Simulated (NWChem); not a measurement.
System: C3H7BO; SMILES C1CCB1O

Here is an NWChem input.

```
start job
memory heap 200 mb stack 900 mb global 1100 mb
geometry units angstroms noautosym nocenter noautoz
  O      0.081241    -1.953518     0.167234
  B      0.020287    -0.617547    -0.054005
  C      1.156174     0.486576    -0.125789
  C     -0.002637     1.506019     0.155633
  C     -1.144824     0.468462    -0.135692
  H     -0.803261    -2.346923     0.228208
  H      1.991524     0.470243     0.582456
  H      1.572664     0.615722    -1.133319
  H     -0.010362     2.405294    -0.469802
  H     -0.011392     1.822091     1.204054
  H     -1.990592     0.451084     0.562153
  H     -1.550741     0.592290    -1.148610
end
basis spherical
  * library 6-31g*
end
dft
  xc b3lyp
  iterations 150
end
property
  shielding
end
task dft property
```

Excerpt of the output:

```
             Northwest Computational Chemistry Package (NWChem) 7.3.0
             --------------------------------------------------------

                             Geometry "geometry" -> ""
                             -------------------------

 Output coordinates in angstroms (scale by  1.889725989 to convert to a.u.)

  No.       Tag          Charge          X              Y              Z
 ---- ---------------- ---------- -------------- -------------- --------------
    1 O                    8.0000     0.08124100    -1.95351800     0.16723400
    2 B                    5.0000     0.02028700    -0.61754700    -0.05400500
    3 C                    6.0000     1.15617400     0.48657600    -0.12578900
    4 C                    6.0000    -0.00263700     1.50601900     0.15563300
    5 C                    6.0000    -1.14482400     0.46846200    -0.13569200
    6 H                    1.0000    -0.80326100    -2.34692300     0.22820800
    7 H                    1.0000     1.99152400     0.47024300     0.58245600
    8 H                    1.0000     1.57266400     0.61572200    -1.13331900
    9 H                    1.0000    -0.01036200     2.40529400    -0.46980200
   10 H                    1.0000    -0.01139200     1.82209100     1.20405400
   11 H                    1.0000    -1.99059200     0.45108400     0.56215300
   12 H                    1.0000    -1.55074100     0.59229000    -1.14861000

 Effective nuclear repulsion energy (a.u.)     160.6654045566

                              NWChem Property Module
                              ----------------------

  itol2e modified to match energy
  convergence criterion.

                                 NWChem DFT Module
                                 -----------------

 Summary of "ao basis" -> "ao basis" (spherical)
 ------------------------------------------------------------------------------
       Tag                 Description            Shells   Functions and Types
 ---------------- ------------------------------  ------  ---------------------
 O                           6-31g*                  6       14   3s2p1d
 B                           6-31g*                  6       14   3s2p1d
 C                           6-31g*                  6       14   3s2p1d
 H                           6-31g*                  2        2   2s

  itol2e modified to match energy
  convergence criterion.

            General Information
            -------------------
          SCF calculation type: DFT
          Wavefunction type:  closed shell.
          No. of atoms     :    12
          No. of electrons :    38
           Alpha electrons :    19
            Beta electrons :    19
          Charge           :     0
          Spin multiplicity:     1
          Use of symmetry is: off; symmetry adaption is: off
          Maximum number of iterations: 150
          AO basis - number of functions:    84
                     number of shells:    44
          Convergence on energy requested:  1.00D-07
          Convergence on density requested:  1.00D-05
          Convergence on gradient requested:  5.00D-04

              XC Information
              --------------
                         B3LYP Method XC Potential
                     Hartree-Fock (Exact) Exchange  0.200
                        Slater Exchange Functional  0.800 local
                    Becke 1988 Exchange Functional  0.720 non-local
              Lee-Yang-Parr Correlation Functional  0.810
                  VWN I RPA Correlation Functional  0.190 local

[...]

          -----------------------------------------
          Chemical Shielding Tensors (GIAO, in ppm)
          -----------------------------------------

                                NWChem CPHF Module
                                ------------------

  scftype          =     RHF
  nclosed          =       19
  nopen            =        0
  variables        =     1235
  # of vectors     =        3
  tolerance        = 0.10D-03
  level shift      = 0.00D+00
  max iterations   =       50
  max subspace     =       30

 SCF residual:    1.1687855062673472E-004

Iterative solution of linear equations
  No. of variables     1235
  No. of equations        3
  Maximum subspace       30
        Iterations       50
       Convergence  1.0D-04

   iter   nsub   residual    time
   ----  ------  --------  ---------
     1      3    6.34D-01      37.6
     2      6    3.34D-02      41.4
     3      9    1.12D-03      45.2
     4     12    3.77D-05      49.0

      Atom:    1  O
        Diamagnetic
    387.4204      8.9079     -1.4731
      8.9079    404.3873     -4.9327
     -1.4731     -4.9327    375.3549

        Paramagnetic
   -343.2331    -53.2456      3.7315
    -53.2456   -229.3018     18.8705
      3.7315     18.8705    -96.6116

        Total Shielding Tensor
     44.1873    -44.3378      2.2584
    -44.3378    175.0855     13.9379
      2.2584     13.9379    278.7433

           isotropic =     166.0054
          anisotropy =     171.9565

          Principal Components and Axis System
                 1           2           3
              280.6430    186.9478     30.4253

      1        -0.0163     -0.2958      0.9551
      2         0.1376      0.9455      0.2952
      3         0.9903     -0.1363     -0.0253

      Atom:    2  B
        Diamagnetic
    196.5329     -1.6927      0.3396
     -1.6927    205.4515     -2.4007
      0.3396     -2.4007    182.6445

        Paramagnetic
   -145.6337      1.8739     -0.4880
      1.8739   -179.0943      8.4528
     -0.4880      8.4528    -77.0380

        Total Shielding Tensor
     50.8992      0.1812     -0.1484
      0.1812     26.3573      6.0521
     -0.1484      6.0521    105.6065

           isotropic =      60.9543
          anisotropy =      67.6681

          Principal Components and Axis System
                 1           2           3
              106.0664     50.9003     25.8963

      1        -0.0024      1.0000     -0.0077
      2         0.0757      0.0078      0.9971
      3         0.9971      0.0018     -0.0757

      Atom:    3  C
        Diamagnetic
    252.2086     -1.0090     -1.2683
     -1.0090    249.6130      1.2533
     -1.2683      1.2533    241.5424

        Paramagnetic
    -71.8961     -3.2707      3.7129
     -3.2707    -78.4812     13.6201
      3.7129     13.6201    -83.8733

        Total Shielding Tensor
    180.3125     -4.2797      2.4447
     -4.2797    171.1318     14.8734
      2.4447     14.8734    157.6690

           isotropic =     169.7044
          anisotropy =      20.0406

          Principal Components and Axis System
                 1           2           3
              183.0649    178.5595    147.4890

      1         0.7145      0.6869     -0.1327
      2        -0.6315      0.5516     -0.5449
      3        -0.3011      0.4731      0.8279

      Atom:    4  C
        Diamagnetic
    249.7343      0.3893      0.1128
      0.3893    249.6589      1.9629
      0.1128      1.9629    239.9531

        Paramagnetic
    -68.0911     -0.0986     -0.0301
     -0.0986    -83.6886     -6.3182
     -0.0301     -6.3182    -65.3021

        Total Shielding Tensor
    181.6431      0.2907      0.0827
      0.2907    165.9703     -4.3554
      0.0827     -4.3554    174.6510

           isotropic =     174.0881
          anisotropy =      11.3406

          Principal Components and Axis System
                 1           2           3
              181.6485    176.4592    164.1567

      1         0.9998      0.0068     -0.0172
      2         0.0184     -0.3833      0.9234
      3         0.0003      0.9236      0.3834

      Atom:    5  C
        Diamagnetic
    254.0448      1.6679      1.0486
      1.6679    250.6720      1.2114
      1.0486      1.2114    244.0717

        Paramagnetic
    -73.8677      1.9886     -3.3561
      1.9886    -78.4290     12.9450
     -3.3561     12.9450    -88.2715

        Total Shielding Tensor
    180.1771      3.6564     -2.3075
      3.6564    172.2430     14.1564
     -2.3075     14.1564    155.8002

           isotropic =     169.4067
          anisotropy =      19.6618

          Principal Components and Axis System
                 1           2           3
              182.5146    178.4997    147.2059

      1         0.7225     -0.6816      0.1156
      2         0.6348      0.5877     -0.5016
      3         0.2740      0.4358      0.8573

      Atom:    6  H
        Diamagnetic
     36.4802     10.9050     -1.7641
     10.9050     29.0751     -1.7678
     -1.7641     -1.7678     17.1052

        Paramagnetic
     -8.5760     -6.4555      0.9049
     -6.4555      0.1512      0.8662
      0.9049      0.8662      6.5511

        Total Shielding Tensor
     27.9043      4.4495     -0.8593
      4.4495     29.2264     -0.9016
     -0.8593     -0.9016     23.6563

           isotropic =      26.9290
          anisotropy =       9.4445

          Principal Components and Axis System
                 1           2           3
               33.2253     24.0735     23.4881

      1         0.6483      0.7436      0.1635
      2         0.7504     -0.6604      0.0282
      3        -0.1289     -0.1044      0.9861

      Atom:    7  H
        Diamagnetic
     36.1804     -0.2674      7.4608
     -0.2674     24.7207      0.0848
      7.4608      0.0848     28.5530

        Paramagnetic
     -1.0082     -0.7756     -3.9149
     -0.7756      3.5455      0.5844
     -3.9149      0.5844      0.7106

[...]
```

Level: B3LYP/6-31G* (spherical d), GIAO. Structure relaxed at the B3LYP/6-31G* (spherical d) level. The printed shielding anisotropy is the first printed principal value minus the mean of the other two.
